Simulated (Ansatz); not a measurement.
Ansatz results at the PBE0-D4/def2-TZVP geometry: LUMO energy (PBE0/def2-TZVPP) -0.41 eV; HOMO–LUMO gap (PBE/def2-TZVPP) 4.14 eV; HOMO–LUMO gap (ωB97M-V/def2-TZVPP) 9.96 eV.

Each molecule was computed in one conformer, which needn't be the lowest.

**Question.** Which molecule gave them?
A. `[F][GaH][CH2][GaH2]`
B. `BO/C(F)=C/C`
C. `N[CH](O)[Zn][OH]`
D. `[SiH3][SiH2][GaH2]`

**Answer.** C. The others give `[F][GaH][CH2][GaH2]`: -1.64, 3.91, 9.66; `BO/C(F)=C/C`: -0.96, 3.97, 10.12; `[SiH3][SiH2][GaH2]`: -2.22, 3.47, 8.91.
